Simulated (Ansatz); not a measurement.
**Molecular dynamics of BClFH₂N**

The input (input.yaml):

```yaml
crystal:
  periodic: [false, false, false]
  atoms:
    - { symbol: B, position_ang: [0.020593, -0.010802, 0.076672] }
    - { symbol: "N", position_ang: [0.015448, 0.001388, 1.467156] }
    - { symbol: H, position_ang: [-0.84293, -0.072001, 1.996866] }
    - { symbol: H, position_ang: [0.857577, 0.083164, 2.017825] }
    - { symbol: Cl, position_ang: [1.532446, 0.118741, -0.83482] }
    - { symbol: F, position_ang: [-1.115434, -0.12049, -0.603699] }
basis:
  gaussian: { orbitals: def2-SVP }
hamiltonian:
  xc: pbe0
md:
  timestep: 1.0
  n_steps: 250
  ensemble: nvt_nose_hoover
  temperature: 700.0
  initial_velocities: maxwell_boltzmann
  seed: 336812
  nose_hoover: { tau: 300.0, chain_length: 5 }
```

Run as:

```bash
$ ansatz run input.yaml --threads 1 --pin off --max-ram 2048MiB --backend cpu --events-out ev --progress --plain --runs-dir out
```

It starts from a relaxed structure.

Output, in part (one step line in 9, the closing report, with atoms numbered from 0):

```
md step     0: t =     0.00 fs  T =   700.0 K  F+E_penalty+E_count = -17425.64654204 eV  E_kin = 0.361928 eV  conserved = -17425.28461405 eV  (25 SCF iters)
md step     9: t =     9.00 fs  T =   310.1 K  F+E_penalty+E_count = -17425.44369822 eV  E_kin = 0.160360 eV  conserved = -17425.28337753 eV  (30 SCF iters)
md step    18: t =    18.00 fs  T =   191.5 K  F+E_penalty+E_count = -17425.38118096 eV  E_kin = 0.099007 eV  conserved = -17425.28230267 eV  (30 SCF iters)
md step    27: t =    27.00 fs  T =   551.5 K  F+E_penalty+E_count = -17425.56743182 eV  E_kin = 0.285139 eV  conserved = -17425.28297253 eV  (30 SCF iters)
md step    36: t =    36.00 fs  T =   268.4 K  F+E_penalty+E_count = -17425.41969632 eV  E_kin = 0.138760 eV  conserved = -17425.28235148 eV  (30 SCF iters)
md step    45: t =    45.00 fs  T =   220.8 K  F+E_penalty+E_count = -17425.39449034 eV  E_kin = 0.114178 eV  conserved = -17425.28212830 eV  (29 SCF iters)
md step    54: t =    54.00 fs  T =   522.8 K  F+E_penalty+E_count = -17425.54981077 eV  E_kin = 0.270311 eV  conserved = -17425.28232422 eV  (30 SCF iters)
md step    63: t =    63.00 fs  T =   369.4 K  F+E_penalty+E_count = -17425.46857910 eV  E_kin = 0.190979 eV  conserved = -17425.28194329 eV  (30 SCF iters)
md step    72: t =    72.00 fs  T =   199.6 K  F+E_penalty+E_count = -17425.37939270 eV  E_kin = 0.103186 eV  conserved = -17425.28117199 eV  (30 SCF iters)
md step    81: t =    81.00 fs  T =   585.8 K  F+E_penalty+E_count = -17425.57816483 eV  E_kin = 0.302888 eV  conserved = -17425.28184195 eV  (30 SCF iters)
md step    90: t =    90.00 fs  T =   333.6 K  F+E_penalty+E_count = -17425.44520821 eV  E_kin = 0.172473 eV  conserved = -17425.28136393 eV  (30 SCF iters)
md step    99: t =    99.00 fs  T =   137.1 K  F+E_penalty+E_count = -17425.34184728 eV  E_kin = 0.070883 eV  conserved = -17425.28074563 eV  (31 SCF iters)
md step   108: t =   108.00 fs  T =   494.0 K  F+E_penalty+E_count = -17425.52535123 eV  E_kin = 0.255411 eV  conserved = -17425.28175493 eV  (30 SCF iters)
md step   117: t =   117.00 fs  T =   444.5 K  F+E_penalty+E_count = -17425.49749611 eV  E_kin = 0.229810 eV  conserved = -17425.28269668 eV  (30 SCF iters)
md step   126: t =   126.00 fs  T =   206.9 K  F+E_penalty+E_count = -17425.37368758 eV  E_kin = 0.106954 eV  conserved = -17425.28307960 eV  (30 SCF iters)
md step   135: t =   135.00 fs  T =   546.2 K  F+E_penalty+E_count = -17425.54768852 eV  E_kin = 0.282416 eV  conserved = -17425.28367597 eV  (30 SCF iters)
md step   144: t =   144.00 fs  T =   488.9 K  F+E_penalty+E_count = -17425.51343531 eV  E_kin = 0.252757 eV  conserved = -17425.28329255 eV  (30 SCF iters)
md step   153: t =   153.00 fs  T =   213.8 K  F+E_penalty+E_count = -17425.36855659 eV  E_kin = 0.110555 eV  conserved = -17425.28284978 eV  (30 SCF iters)
md step   162: t =   162.00 fs  T =   444.1 K  F+E_penalty+E_count = -17425.48470946 eV  E_kin = 0.229643 eV  conserved = -17425.28268087 eV  (30 SCF iters)
md step   171: t =   171.00 fs  T =   498.8 K  F+E_penalty+E_count = -17425.50802454 eV  E_kin = 0.257923 eV  conserved = -17425.28254554 eV  (30 SCF iters)
md step   180: t =   180.00 fs  T =   134.6 K  F+E_penalty+E_count = -17425.31604045 eV  E_kin = 0.069595 eV  conserved = -17425.28206556 eV  (30 SCF iters)
md step   189: t =   189.00 fs  T =   574.1 K  F+E_penalty+E_count = -17425.54130760 eV  E_kin = 0.296852 eV  conserved = -17425.28304650 eV  (30 SCF iters)
md step   198: t =   198.00 fs  T =   576.0 K  F+E_penalty+E_count = -17425.53568883 eV  E_kin = 0.297807 eV  conserved = -17425.28278901 eV  (30 SCF iters)
md step   207: t =   207.00 fs  T =   229.9 K  F+E_penalty+E_count = -17425.35200747 eV  E_kin = 0.118865 eV  conserved = -17425.28126145 eV  (30 SCF iters)
md step   216: t =   216.00 fs  T =   459.3 K  F+E_penalty+E_count = -17425.46695922 eV  E_kin = 0.237485 eV  conserved = -17425.28083653 eV  (30 SCF iters)
md step   225: t =   225.00 fs  T =   505.0 K  F+E_penalty+E_count = -17425.48267657 eV  E_kin = 0.261110 eV  conserved = -17425.28042206 eV  (30 SCF iters)
md step   234: t =   234.00 fs  T =   159.4 K  F+E_penalty+E_count = -17425.29913107 eV  E_kin = 0.082411 eV  conserved = -17425.28064682 eV  (30 SCF iters)
md step   243: t =   243.00 fs  T =   401.5 K  F+E_penalty+E_count = -17425.42204428 eV  E_kin = 0.207611 eV  conserved = -17425.28156314 eV  (30 SCF iters)
md step   250: t =   250.00 fs  T =   654.2 K  F+E_penalty+E_count = -17425.54570974 eV  E_kin = 0.338238 eV  conserved = -17425.28040567 eV  (26 SCF iters)
Total energy: -17425.54572902 eV, -640.3769940824 hartree
Atom 0 at     0.043000    -0.017893     0.095283 Å, force    -0.877663    -0.033019    -1.867320 eV/Å
Atom 1 at    -0.001523    -0.016848     1.450433 Å, force     1.190782     0.215246     2.088424 eV/Å
Atom 2 at    -0.904243    -0.024171     1.932246 Å, force     0.687033    -0.023258     0.053699 eV/Å
Atom 3 at     0.893020     0.087868     1.982579 Å, force    -1.570172    -0.157872    -0.362817 eV/Å
Atom 4 at     1.530731     0.124780    -0.838756 Å, force     0.177456    -0.023569     0.011996 eV/Å
Atom 5 at    -1.111099    -0.117066    -0.589316 Å, force     0.392564     0.022472     0.076018 eV/Å
Dipole moment:    -0.009212     0.027200     0.635949 e Å
```

The run went to its last step. The conserved energy stayed within 1 meV per atom of its start (net change 0.7 meV per atom), so the integration is sound. The mean temperature of the second half is 45 % below the set value. A run of 0.25 ps of so small a system gives no equilibrium averages.

The same pairs are bonded in the first frame and the last. Pairs count as bonded within 1.25 times the sum of covalent radii (0.12 Å more for H–H).

Last frame:

```xyz
6
Properties=species:S:1:pos:R:3
B 0.043 -0.018 0.095
N -0.002 -0.017 1.450
H -0.904 -0.024 1.932
H 0.893 0.088 1.983
Cl 1.531 0.125 -0.839
F -1.111 -0.117 -0.589
```

Time of the run: 8.7 min on 1 thread of Arm Neoverse V1, on a shared host, peak memory 0.12 GiB.
